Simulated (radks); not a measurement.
Valence configurations of neutral thallium. Method: scalar-relativistic Kohn-Sham, PBE, spin-polarised, spherical densities, finite nucleus; open shells are filled with parallel spins first (spin-orbit coupling, left out, can overturn this in heavy ions); Fermi nuclear charge, rms radius 5.4759 fm; computed with a radial shooting solver on a logarithmic mesh with Libxc functionals. Order these by energy: [Xe] 4f14 5d9 6s2 6p2; [Xe] 4f14 5d10 6s1 6p2; [Xe] 4f14 5d10 6s1.5 6p1.5; [Xe] 4f14 5d9.5 6s1 6p2.5; [Hg] 6p1; [Xe] 4f13 5d10 6s1 6p3; [Xe] 4f14 5d10 6p3; [Xe] 4f12 5d9 6s2 6p4; [Xe] 4f14 5d9.5 6s2 6p1.5; [Xe] 4f12 5d10 6s2 6p3.

Answer. From the lowest, in eV above it: [Hg] 6p1 0.000; [Xe] 4f14 5d10 6s1.5 6p1.5 3.224; [Xe] 4f14 5d10 6s1 6p2 6.265; [Xe] 4f14 5d9.5 6s2 6p1.5 6.697; [Xe] 4f14 5d9.5 6s1 6p2.5 13.074; [Xe] 4f14 5d9 6s2 6p2 13.998; [Xe] 4f14 5d10 6p3 14.022; [Xe] 4f13 5d10 6s1 6p3 126.33; [Xe] 4f12 5d10 6s2 6p3 255.79; [Xe] 4f12 5d9 6s2 6p4 280.52. NIST lists [Hg] 6p1 as the ground configuration; this level of theory agrees among the configurations tried. The energies are those of spherical high-spin densities, not of single terms.
